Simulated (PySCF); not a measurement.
C7H6O2S, SMILES OC(=O)c1ccc(C=C)s1 at its GFN2-xTB optimised geometry (Å):

```
16

C     -2.2886    -2.7524     0.0053
C     -0.9591    -2.7870     0.0012
C     -0.1055    -1.6293     0.0000
C      1.2724    -1.6293     0.0000
C      1.8252    -0.3467     0.0000
C      0.8693     0.6415    -0.0003
C      1.1040     2.0752    -0.0003
O      2.1938     2.5950     0.0029
O     -0.0385     2.7866    -0.0044
S     -0.7312    -0.0129    -0.0002
H     -2.8774    -3.6523     0.0061
H     -2.8253    -1.8180     0.0077
H     -0.4352    -3.7344    -0.0011
H      1.8558    -2.5328     0.0002
H      2.8774    -0.1270     0.0002
H      0.1638     3.7344    -0.0037
```

Computed with CAM-B3LYP/def2-TZVP (PySCF). Cells within 0.4 Å of a nucleus heavier than hydrogen are left out (blank, or x).

Map of the deformation density (molecule minus spherical neutral atoms) (e/bohr³) on the plane z = 0.0 Å:

```
|11111111111111111111111111111|
|11111111111111111111111111111|
|11111111111111111111111111111|
|11111111111111111111111111111|
|11111111111111001111111111111|
|11111111111110100111111111111|
|11111111111111840122211111111|
|11111111111112x10039311111111|
|11111111111128x6236xx21111111|
|1111111111111103xx84421111111|
|11111111111111007401211111111|
|11111111111110028500111111111|
|1111111111110022x200111111111|
|1111111111231155x831111111111|
|111111111123xx2228x5830111111|
|111111111110120002xx730111111|
|11111111110025200592111111111|
|11111110110014x43x61111111111|
|1111111351002xx98x31111111111|
|11111115921159222593111111111|
|11111112xx8xx4100282111111111|
|11111113xx7xx4101110111111111|
|11111116921178211111111111111|
|11111102310135111111111111111|
|11111110111110111111111111111|
|11111111111111111111111111111|
|11111111111111111111111111111|
|11111111111111111111111111111|
|11111111111111111111111111111|
```
Scale: ten equal steps from -0.023 (start of '0') to 0.109 (end of '9'), in the order '0123456789'; x runs from -6.00 to 6.00, y from -6.00 (bottom) to 6.00 (top).
